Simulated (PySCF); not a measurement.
## How methods differ on the ionisation energy of Pb(64+)

Pb(64+) [Ar] (1S) → Pb(65+) [Ne] 3s2 3p5 (2P), as a difference of total energies. Computed with PySCF 2.14 in an even-tempered Gaussian basis (17 s from 19 bohr⁻², ratio 2.5; 12 p from 25 bohr⁻², ratio 2.5; 4 d from 100 bohr⁻², ratio 2.7; 4 f from 150 bohr⁻², ratio 2.7), with the spin-free X2C one-electron Hamiltonian (Gaussian nucleus). Correlated levels: outer shells: 1s2 frozen; virtual orbitals above 40 to 60 times the deepest correlated orbital energy dropped. The calculations carry no spin-orbit coupling.

```
                method  ionisation energy (eV)
                   UHF                  7541.8
    MP2 (outer shells)                  7543.0
SCS-MP2 (outer shells)                  7542.8
   CCSD (outer shells)                  7542.9
CCSD(T) (outer shells)                  7542.9
```

A first-order spin-orbit estimate (lowest level to lowest level, LS coupling) adds -173.7 eV.

Breit and QED terms and the two-electron picture change are absent.

For comparison: 7362 ± 24 eV (theoretical estimate listed by NIST; NIST Atomic Spectra Database, ionization energies).
